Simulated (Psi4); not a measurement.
H$_{3}$O, charge +1, singlet, at a GFN2-xTB geometry; HF/cc-pVTZ run with Psi4.

Here is a job for Psi4.
```
memory 2 GB

molecule mol {
1 1
  O     0.070940    0.002888    0.031336
  H    -0.025127    0.805022   -0.529842
  H     0.027376   -0.824717   -0.498515
  H    -0.569771   -0.003407    0.777672
}

set basis cc-pvtz
set reference rhf
set scf_initial_accelerator ediis

energy('scf')
print_variables()
```

Output, abridged:

```
   => Loading Basis Set <=

    Name: CC-PVTZ
    Role: ORBITAL
    Keyword: BASIS

         ---------------------------------------------------------
                                   SCF
               by Justin Turney, Rob Parrish, Andy Simmonett
                          and Daniel G. A. Smith
                              RHF Reference
         ---------------------------------------------------------

  ==> Geometry <==

    Molecular point group: c1
    Full point group: C1

    Geometry (in Angstrom), charge = 1, multiplicity = 1:

       Center              X                  Y                   Z               Mass
    ------------   -----------------  -----------------  -----------------  -----------------
         O            0.041351986842     0.001683348088     0.018266017208    15.994914619570
         H           -0.054715013158     0.803817348088    -0.542911982792     1.007825032230
         H           -0.002212013158    -0.825921651912    -0.511584982792     1.007825032230
         H           -0.599359013158    -0.004611651912     0.764602017208     1.007825032230

  Running in c1 symmetry.

  Rotational constants: A =     10.90263  B =     10.90262  C =      6.28875 [cm^-1]
  Rotational constants: A = 326852.50812  B = 326852.41250  C = 188532.01948 [MHz]
  Nuclear repulsion =   13.884761372656026

  Charge       = 1
  Multiplicity = 1
  Electrons    = 10
  Nalpha       = 5
  Nbeta        = 5

  ==> Algorithm <==

  SCF Algorithm Type is DF.
  DIIS enabled.
  MOM disabled.
  Fractional occupation disabled.
  Guess Type is SAD.
  Energy threshold   = 1.00e-06
  Density threshold  = 1.00e-06
  Integral threshold = 1.00e-12

  ==> Primary Basis <==

  Basis Set: CC-PVTZ
    Blend: CC-PVTZ
    Number of shells: 28
    Number of basis functions: 72
    Number of Cartesian functions: 80
    Spherical Harmonics?: true
    Max angular momentum: 3

   => Loading Basis Set <=

    Name: (CC-PVTZ AUX)
    Role: JKFIT
    Keyword: DF_BASIS_SCF

  ==> Integral Setup <==

  SCF_SUBTYPE=INCORE selected. In-core MEM_DF algorithm will be used.
  Using in-core AOs.

  ==> MemDFJK: Density-Fitted J/K Matrices <==

    J tasked:                   Yes
    K tasked:                   Yes
    wK tasked:                   No
    Algorithm:                 Core
    Schwarz Cutoff:           1E-12
    Mask sparsity (%):       0.0000
    Fitting Condition:        1E-10

   => Auxiliary Basis Set <=

  Basis Set: (CC-PVTZ AUX)
    Blend: CC-PVTZ-JKFIT
    Number of shells: 55
    Number of basis functions: 169
    Number of Cartesian functions: 201
    Spherical Harmonics?: true
    Max angular momentum: 4

  Minimum eigenvalue in the overlap matrix is 1.3459369207E-03.
  Reciprocal condition number of the overlap matrix is 2.2671930276E-04.
    Using symmetric orthogonalization.

  ==> Pre-Iterations <==

  SCF Guess: Superposition of Atomic Densities via on-the-fly atomic UHF (no occupation information).

   -------------------------
    Irrep   Nso     Nmo
   -------------------------
     A         72      72
   -------------------------
    Total      72      72
   -------------------------

  ==> Iterations <==

                           Total Energy        Delta E     RMS |[F,P]|

   @DF-RHF iter SAD:   -76.32018085145815   -7.63202e+01   0.00000e+00
   @DF-RHF iter   1:   -76.29885427272930    2.13266e-02   3.99899e-03 DIIS/EDIIS
   @DF-RHF iter   2:   -76.33382666701647   -3.49724e-02   1.58382e-03 DIIS/EDIIS
   @DF-RHF iter   3:   -76.33796475289222   -4.13809e-03   4.44578e-04 DIIS/EDIIS
   @DF-RHF iter   4:   -76.33849526890478   -5.30516e-04   8.24120e-05 DIIS
   @DF-RHF iter   5:   -76.33851324555729   -1.79767e-05   1.48992e-05 DIIS
   @DF-RHF iter   6:   -76.33851430061107   -1.05505e-06   2.01882e-06 DIIS
   @DF-RHF iter   7:   -76.33851432163769   -2.10266e-08   3.12972e-07 DIIS
  Energy and wave function converged.

  ==> Post-Iterations <==

    Orbital Energies [Eh]
    ---------------------

    Doubly Occupied:

[...]
    Virtual:

[...]
      72A     13.636747

    Final Occupation by Irrep:
              A
    DOCC [     5 ]
    NA   [     5 ]
    NB   [     5 ]

  @DF-RHF Final Energy:   -76.33851432163769

   => Energetics <=

    Nuclear Repulsion Energy =             13.8847613726560262
    One-Electron Energy =                -128.4280529939921109
    Two-Electron Energy =                  38.2047772996983852
    Total Energy =                        -76.3385143216376889

Computation Completed

Properties will be evaluated at   0.000000,   0.000000,   0.000000 [a0]

Properties computed using the SCF density matrix

 Multipole Moments:

 ------------------------------------------------------------------------------------
     Multipole            Electronic (a.u.)      Nuclear  (a.u.)        Total (a.u.)
 ------------------------------------------------------------------------------------

 L = 1.  Multiply by 2.5417464519 to convert [e a0] to [Debye]
 Dipole X            :         -0.0021384           -0.6150494           -0.6171878
 Dipole Y            :         -0.0000872           -0.0250373           -0.0251245
 Dipole Z            :         -0.0009446           -0.2716799           -0.2726245
 Magnitude           :                                                    0.6751860

 ------------------------------------------------------------------------------------

  Variable Map:
  ----------------------------------------------------------------------------
[...]
  Array Variable Map:
  ----------------------------------------------------------------------------
[...]
[...]
```
